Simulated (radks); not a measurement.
Trend from Li+ to Ne+: ionisation energy by Delta-SCF between NIST ground configurations, and size. Calculated with a radial shooting solver on a logarithmic mesh with Libxc functionals: non-relativistic Kohn-Sham, PBEsol, spin-polarised, spherical densities, point nucleus; open shells are filled with parallel spins first.

| species | configuration | configuration of the ion | IE (eV) | NIST (eV) | kind | -e(HOMO) (eV) | outermost | <r> outermost (bohr) | r at 0.001 e/bohr^3 (bohr) |
|---|---|---|---|---|---|---|---|---|---|
| Li+ | [He] | 1s1 | 74.735 | 75.640 | theory | 59.839 (1s) | 1s | 0.581 | 1.86 |
| Be+ | [He] 2s1 | [He] | 18.286 | 18.211 | exp. | 14.340 (2s) | 2s | 2.26 | 3.43 |
| B+ | [He] 2s2 | [He] 2s1 | 24.414 | 25.155 | exp. | 19.373 (2s) | 2s | 1.79 | 3.33 |
| C+ | [He] 2s2 2p1 | [He] 2s2 | 24.465 | 24.383 | exp. | 17.651 (2p) | 2p | 1.49 | 3.17 |
| N+ | [He] 2s2 2p2 | [He] 2s2 2p1 | 29.991 | 29.601 | semi-emp. | 21.966 (2p) | 2s | 1.27 | 3.00 |
| O+ | [He] 2s2 2p3 | [He] 2s2 2p2 | 35.414 | 35.121 | exp. | 26.296 (2p) | 2s | 1.12 | 2.84 |
| F+ | [He] 2s2 2p4 | [He] 2s2 2p3 | 34.765 | 34.971 | exp. | 25.850 (2p) | 2p | 1.01 | 2.74 |
| Ne+ | [He] 2s2 2p5 | [He] 2s2 2p4 | 41.257 | 40.963 | exp. | 31.094 (2p) | 2p | 0.893 | 2.63 |

Reference values: NIST Atomic Spectra Database (exp. = measured, semi-emp. = semi-empirical, theory = theoretical value adopted there). Open shells are spherical and high-spin; term and fine-structure splittings are not resolved.
